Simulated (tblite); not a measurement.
C7H8NO (doublet state).
Bonds: N1–C2, C2–C3, C3–C4 (aromatic), C4–C5 (aromatic), C5–C6 (aromatic), C6–O7, C6–C8 (aromatic), C8–C9 (aromatic), C3–C9 (aromatic). Hydrogens: H10, H11 on N1; H12, H13 on C2; H14 on C4; H15 on C5; H16 on C8; H17 on C9.
Bond orders are those of one Lewis drawing.

Computed with GFN2-xTB (tblite), gas phase: L-BFGS steps from a force-field or distance-geometry start until the largest atomic force falls under 0.01 eV/Å.

At the end of the run (lengths in Å): C6–O7 1.237, C5–C6 1.452, C6–C8 1.452, C2–C3 1.501, C2–H13 1.092, C8–C9 1.364, N1–H10 1.014, N1–C2–C3 109.6°, C5–C6–C8 115.5°, C4–C3–C9 119.0°, C5–C6–O7 122.2°, N1–C2–C3–C4 -87°, H10–N1–C2–C3 -60°, H12–C2–N1–H10 179°.

Question: These geometries were met on the way; a selection of coordinates is given. Order them by energy above the end point, lowest first.
A. C6–O7 1.237, C5–C6 1.450, C6–C8 1.449, C2–C3 1.508, C2–H13 1.096, C8–C9 1.364, N1–H10 1.017, N1–C2–C3 110.5°, C5–C6–C8 115.5°, C4–C3–C9 118.7°, C5–C6–O7 122.4°, N1–C2–C3–C4 -77°, H10–N1–C2–C3 -45°, H12–C2–N1–H10 -168°
B. C6–O7 1.236, C5–C6 1.455, C6–C8 1.450, C2–C3 1.502, C2–H13 1.096, C8–C9 1.362, N1–H10 1.014, N1–C2–C3 110.9°, C5–C6–C8 115.3°, C4–C3–C9 118.3°, C5–C6–O7 123.3°, N1–C2–C3–C4 -78°, H10–N1–C2–C3 -36°, H12–C2–N1–H10 -158°
C. C6–O7 1.238, C5–C6 1.449, C6–C8 1.448, C2–C3 1.494, C2–H13 1.096, C8–C9 1.360, N1–H10 1.012, N1–C2–C3 111.9°, C5–C6–C8 116.5°, C4–C3–C9 119.6°, C5–C6–O7 122.2°, N1–C2–C3–C4 -86°, H10–N1–C2–C3 -16°, H12–C2–N1–H10 -137°
D. C6–O7 1.392, C5–C6 1.390, C6–C8 1.393, C2–C3 1.454, C2–H13 1.127, C8–C9 1.398, N1–H10 1.047, N1–C2–C3 115.3°, C5–C6–C8 119.3°, C4–C3–C9 121.5°, C5–C6–O7 122.3°, N1–C2–C3–C4 -89°, H10–N1–C2–C3 -11°, H12–C2–N1–H10 -136°
E. C6–O7 1.235, C5–C6 1.471, C6–C8 1.466, C2–C3 1.486, C2–H13 1.090, C8–C9 1.357, N1–H10 1.020, N1–C2–C3 112.5°, C5–C6–C8 113.5°, C4–C3–C9 120.8°, C5–C6–O7 124.7°, N1–C2–C3–C4 -88°, H10–N1–C2–C3 -13°, H12–C2–N1–H10 -135°

Answer: A (0.034 eV), B (0.068 eV), C (0.128 eV), E (0.212 eV), D (0.911 eV).

```tsv
step	E above end (eV)	rms distance from the end, all atoms (Å)	largest force (eV/Å)	rms shift of all bonds from the end (Å)
22	0.034	0.177	0.238	0.003
18	0.068	0.206	0.276	0.002
5	0.128	0.276	0.286	0.003
1	0.212	0.281	0.770	0.009
0	0.911	0.286	5.934	0.049
```

Rows stand in the order of the answer.
